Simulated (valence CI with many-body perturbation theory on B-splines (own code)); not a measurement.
Results of a calculation; reference values are marked as such.
# Energy levels of Gd XXXIII

Level of theory: relativistic CI+MBPT: four valence electrons over a frozen Dirac-Fock core [Ar] 3d10, a basis of 11 s, 11 p, 9 d, 7 f, 5 g, 2 h, 1 i functions for each j, with the one-electron correlation potential Σ1, the two-electron term Σ2, the three-electron term Σ3, Breit, model QED; selected CI, second order for the rest (own B-spline code, finite nucleus).

The last digits are not significant, and no measured levels were compared; by estimate large intervals hold to a few tenths of a per cent, small ones and those within an open d or f shell to about a per cent.

Levels 46 to 67 of 67, with energies above the lowest level, (4s^2 4p1/2^2) J=0. "Leading %" is the weight of the configuration and term that name the level; weights of strongly mixed levels are sums over their largest components and can fall short. In the jj column 3d3/2^4 stands for four electrons in 3d with j = 3/2.

```tsv
No.	Configuration	Term	J	E (cm⁻¹)	Leading %	Second component	g	Leading jj
46	4s 4p2 4d	5P	2	2279200	35	25 % 4s 4p2 4d 3D	1.492	4s 4p1/2 4p3/2 4d3/2 (84 %)
47	4s 4p2 4d	5P	1	2283900	49	20 % 4s 4p2 4d 3P	1.994	4s 4p1/2 4p3/2 4d3/2 (88 %)
48	4s 4p2 4d	3D	1	2296300	28	24 % 4s 4p2 4d 1P	0.901	4s 4p1/2 4p3/2 4d3/2 (66 %)
49	4s 4p2 4d	3P	2	2305800	43	11 % 4p4 3P	1.382	4s 4p1/2 4p3/2 4d5/2 (74 %)
50	4s 4p2 4d	5D	3	2310000	34	26 % 4s 4p2 4d 3F	1.269	4s 4p1/2 4p3/2 4d5/2 (77 %)
51	4s 4p2 4d	3D	1	2352300	69	7 % 4s 4p2 4d 3P	0.801	4s 4p1/2 4p3/2 4d3/2 (78 %)
52	4s 4p2 4d	3F	4	2353500	32	20 % 4s 4p2 4d 1G	1.180	4s 4p1/2 4p3/2 4d5/2 (67 %)
53	4s 4p2 4d	3D	3	2361700	50	19 % 4s 4p2 4d 3F	1.270	4s 4p1/2 4p3/2 4d5/2 (67 %)
54	4s 4p2 4d	3F	2	2371900	35	11 % 4s 4p2 4d 1D	0.910	4s 4p1/2 4p3/2 4d3/2 (65 %)
55	4s 4p2 4d	3D	3	2372500	41	31 % 4s 4p2 4d 3F	1.187	4s 4p1/2 4p3/2 4d5/2 (77 %)
56	4s 4p2 4d	1G	4	2373000	36	27 % 4s 4p2 4d 3F	1.098	4s 4p1/2 4p3/2 4d5/2 (87 %)
57	4s 4p2 4d	3P	0	2391900	88	6 % 4s2 4d2 3P		4s 4p1/2 4p3/2 4d3/2 (69 %)
58	4s 4p2 4d	3D	1	2401900	71	9 % 4s 4p2 4d 1P	0.676	4s 4p1/2 4p3/2 4d5/2 (87 %)
59	4s 4p2 4d	1F	3	2430100	30	29 % 4s 4p2 4d 3F	1.046	4s 4p1/2 4p3/2 4d5/2 (69 %)
60	4s 4p2 4d	3F	2	2441300	28	28 % 4s 4p2 4d 3D	1.046	4s 4p1/2 4p3/2 4d5/2 (62 %)
61	4s 4p2 4d	3P	1	2441700	42	30 % 4s 4p2 4d 3S	1.438	4s 4p1/2 4p3/2 4d5/2 (89 %)
62	4s 4p2 4d	3P	0	2447700	48	34 % 4s 4p2 4d 1S		4s 4p1/2 4p3/2 4d5/2 (60 %)
63	4s 4p2 4d	3D	2	2449300	51	9 % 4s 4p2 4d 1D	1.149	4s 4p1/2 4p3/2 4d5/2 (75 %)
64	4s 4p2 4d	3P	2	2470200	30	22 % 4s 4p2 4d 1D	1.180	4s 4p1/2 4p3/2 4d5/2 (53 %)
65	4s 4p2 4d	1P	1	2477000	36	23 % 4p4 3P	1.182	4s 4p1/2 4p3/2 4d3/2 (33 %)
66	4s2 4p 4f	3G	3	2520200	55	16 % 4s 4p2 4d 3G	0.836	4s^2 4p1/2 4f5/2 (74 %)
67	4s2 4p 4f	3G	4	2536900	31	26 % 4s2 4p 4f 1G	1.088	4s^2 4p1/2 4f7/2 (80 %)
```

Where two levels of one J and parity lie close, their mixing, g and order are uncertain.
